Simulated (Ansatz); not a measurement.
Input for Ansatz (a program for electronic structure): U-PBE0/def2-SVP on Hf, 2S+1 = 5, a spin state set in the input, which need not be the lowest. Elements past Kr take the def2 small-core potentials; no spin–orbit coupling.

Ansatz 0.2 input:
```yaml
crystal:
  periodic: [false, false, false]
  atoms:
    - {symbol: Hf, position_ang: [0.00000000, 0.00000000, 0.00000000]}
basis:
  gaussian:
    orbitals: def2-SVP
hamiltonian:
  xc: {name: PBE0}
magnetization: {spin_polarized: true, initial_magnetization: 4}
scf: {lower_state_search: full}
```

Output:

```
Functional definition: PBE0
[...]
integrals: 0.01 GiB planned
199 factors; integrals over basis functions are off by at most 1.9e-4 eV
mean field: 0.09 GiB planned
mean field evaluation 1: about -1299.9395 eV, gradient 8.8e0 eV
mean field evaluation 2: about -1299.9365 eV, gradient 8.8e0 eV
mean field evaluation 4: about -1300.5511 eV, gradient 5.4e-1 eV
mean field evaluation 8: about -1300.6199 eV, gradient 2.0e-1 eV
mean field evaluation 16: about -1300.6268 eV, gradient 3.4e-5 eV
mean field evaluation 32: about -1300.4703 eV, gradient 1.4e0 eV
mean field evaluation 64: about -1300.6268 eV, gradient 1.4e-4 eV
mean field evaluation 96: about -1300.4460 eV, gradient 2.3e-3 eV
mean field evaluation 128: about -1300.6268 eV, gradient 9.4e-4 eV
mean field evaluation 160: about -1300.6268 eV, gradient 4.7e-4 eV
mean field -1300.62677651 eV, -47.7971524403 hartree, gradient 2.3e-5 eV, S^2 6.001313; 17 other end points of the search recorded, 0 dependent functions left out
reference -1300.62680037 eV, -47.7971533171 hartree; 8, 4 occupied and 24, 28 virtual orbitals, 199 factors
Total energy: -1300.62680037 eV, -47.7971533171 hartree
```

The calculation finished and met its thresholds.

Cost: roughly 4 core-seconds.
